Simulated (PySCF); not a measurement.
A calculated (UHF, PySCF 2.14, cc-pVDZ-DK, the spin-free X2C one-electron Hamiltonian (Gaussian nucleus)) atom or ion has these occupied shells.

```
shell  electrons  orbital energy (eV)  rms radius, mean of both spins (bohr)
 1s α          1              -4546.8                                 0.0844
 1s β          1              -4546.7                                 0.0844
 2s α          1              -531.54                                  0.370
 2s β          1              -531.05                                  0.370
 2p α          3              -434.22                                  0.340
 2p β          3              -433.81                                  0.340
 3s α          1              -78.359                                   1.15
 3s β          1              -76.513                                   1.15
 3p α          3              -50.827                                   1.27
 3p β          3              -48.787                                   1.27
 3d α          1              -16.385                                   1.85
 4s α          1              -12.305                                   3.69
```

**Question.** Name the element and its charge.

**Answer.** Sc⁺ (scandium, charge +1), in [Ar] 3d1 4s1, high-spin 3D determinant.
